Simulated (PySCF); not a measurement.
Spectrum to structure. The calculation used PySCF, TDDFT PBE0/def2-SVPD, vertical, gas phase, core orbitals frozen in the response. Geometries: GFN2-xTB, one conformer each.

| state | E (eV) | λ (nm) | f |
| --- | --- | --- | --- |
| S1 | 5.59 | 221.7 | 0.0073 |
| S2 | 6.04 | 205.1 | 0.041 |
| S3 | 6.52 | 190.0 | 0.137 |
| S4 | 6.68 | 185.6 | 0.032 |
| S5 | 6.74 | 183.9 | 0.0001 |
| S6 | 6.85 | 181.0 | 0.0010 |

Orbital energies (eV): HOMO-3 -8.38, HOMO-2 -8.10, HOMO-1 -7.57, HOMO -7.28, LUMO -0.22, LUMO+1 0.12, LUMO+2 0.51.

Question: Which structure fits? All have the formula C6H9NO.
A. `NC(=O)C=C1CCC1`
B. `CCOC/C=C\C#N`
C. `C=CC(C=C)C(N)=O`

Answer: C. Its S1, at 5.59 eV, is the highest among the candidates; the nearest of the others has S1 at 5.01 eV. S1 is HOMO→LUMO+1 (83%). Löwdin shares by element: HOMO oxygen 42%, carbon 28% or more (atoms not listed hold the other 31%); LUMO carbon 73% or more (atoms not listed hold the other 27%). At the same level the other candidates give, for their lowest levels:
- `CCOC/C=C\C#N`: 5.01 eV (f 0.002); 6.14 eV (f 0.307); 6.43 eV (f 0.020); 6.66 eV (f 0.034); 6.99 eV (f 0.009); T1 3.67 eV; HOMO -7.93, LUMO -1.67 eV
- `NC(=O)C=C1CCC1`: 4.67 eV (f 0.000); 5.93 eV (f 0.332); 6.05 eV (f 0.171); 6.67 eV (f 0.000); 6.82 eV (f 0.006); T1 3.76 eV; HOMO -7.19, LUMO -0.83 eV

Shape of the structure used: `[CH2:1]=[CH:2][CH:3]([CH:4]=[CH2:5])[C:6]([NH2:7])=[O:8]`: C1–C2–C3–C4 -118°, C2–C3–C4–C5 118°, C2–C3–C6–N7 -121°, H–N7–C6–C3 180°, H–N7–C6–C3 0°.
Triplets come from the Tamm–Dancoff approximation.
